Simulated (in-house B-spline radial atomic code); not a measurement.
Results of a calculation; reference values are marked as such.
**Mo in an electron gas of r_s = 1.5: phase shifts, screening and friction**

A nucleus sits in a uniform electron gas with a rigid positive background. The Kohn-Sham equations are solved self-consistently in the spin-unpolarised LDA (PW92), non-relativistic, on B-splines with outgoing waves at the boundary and partial waves to l = 8. The model has no lattice, no bands and no magnetic solution. Atomic units; δ_l are the phase shifts at the Fermi level, counted so that each bound state adds π, and good to about 0.0005.

The density parameter is r_s = 1.5 bohr.

| l | δ_l (rad) |
| --- | --- |
| 0 | 11.2249 |
| 1 | 8.8125 |
| 2 | 5.2297 |
| 3 | 0.2180 |
| 4 | 0.0478 |
| 5 | 0.0122 |
| 6 | 0.0033 |
| 7 | 0.0007 |
| 8 | 0.0001 |

Bound levels below the band bottom (hartree): s -15.77, p -12.8, d -7.341, s -1.469, p -0.6585 and deeper ones.

Problem. Check the Friedel sum rule, and say where the screening charge sits.

Solution. k_F = (9π/4)^(1/3)/r_s = 1.27944. The rule is Z = (2/π) Σ (2l + 1) δ_l. The terms are s 7.146, p 16.831, d 16.647, f 0.971 and 0.394 beyond, in all 41.989 against Z = 42. Bound states hold 8 s, 18 p, 10 d electrons, so the scattering states carry 5.99 in all; where a term is smaller than its bound count, the bound level has drawn weight out of the band.

Problem. Find the transport cross section and the electronic stopping of a 5 keV Mo ion (mass 95.95 u).

Solution. σ_tr = (4π/k_F²) Σ (l + 1) sin²(δ_l − δ_(l+1)). The terms for l = 0 to 3 are 0.4439, 0.3647, 2.7392, 0.1148, all together 3.6694, so σ_tr = 7.677 × 3.6694 = 28.169 bohr². With n = 3/(4π r_s³) = 0.07074, the friction coefficient is Q = n k_F σ_tr = 2.5493. For v well below v_F = 1.279, dE/dx = Q v; with 24801 eV per u at v = 1, v = √(5000/(24801 × 95.95)) = 0.0458, so dE/dx = 0.11686 hartree/bohr = 60.1 eV/nm. The largest term couples the d and f waves.
